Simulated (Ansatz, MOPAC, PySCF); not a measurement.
Pair of molecules: H4Sn (SMILES [SnH4]) (first 5 atoms) with CH4 (SMILES C); geometry from B3LYP-D3(BJ)/def2-TZVP, rigid monomers moved along the line of their centres of mass till Sn1···C6 is 3.51 Å.
(charge 0, multiplicity 1):
```xyz
10

Sn     0.134     0.152    -0.088
H     -1.291     0.932     0.439
H      0.073    -1.501     0.339
H      0.262     0.294    -1.787
H      1.492     0.884     0.645
C     -0.106    -0.121     3.403
H      0.871     0.292     3.152
H     -0.192    -0.217     4.484
H     -0.887     0.544     3.035
H     -0.215    -1.102     2.942
```

Monomers are frozen at their geometry in the pair; levels with a basis set take the counterpoise correction. Rows marked so take none.

Correlated levels freeze the cores. Filled d and f shells under p-block atoms count as core. CBS(a, b) extrapolates the correlation energy as X⁻³ and adds the Hartree–Fock energy of set b. Rows in 3-21G carry no dispersion term and start afresh at each structure; the Pople sets are all-electron and without relativity. The state that PM3 reach isn't checked.

Run with Ansatz (Gaussian orbitals); MOPAC for PM3 (differences of heats of formation); PySCF for 3-21G rows, the dispersion terms. Each number belongs to the level named beside it. In def2 rows elements past Kr take small-core potentials, without spin–orbit coupling.

```tsv
level	interaction energy (kcal/mol)
PM3	3.84
HF/3-21G (no counterpoise)	1.71
PBE-D3(BJ)/def2-TZVPPD	-0.47
PBE-D4/def2-TZVPPD	-0.45
r2SCAN-D4/def2-TZVPPD	-0.07
wB97X-V/def2-TZVPPD	[?]
MP2/CBS(def2-SVPD, def2-TZVPPD)	-0.01
SCS-MP2/def2-SVPD	[?]
CCSD(T)/CBS(def2-SVPD, def2-TZVPPD)	-0.03
```

### Question
Complete the blanks.

### Answer

- wB97X-V/def2-TZVPPD, interaction energy (kcal/mol): -0.30
- SCS-MP2/def2-SVPD, interaction energy (kcal/mol): 1.03

Ansatz is a first-principles code.
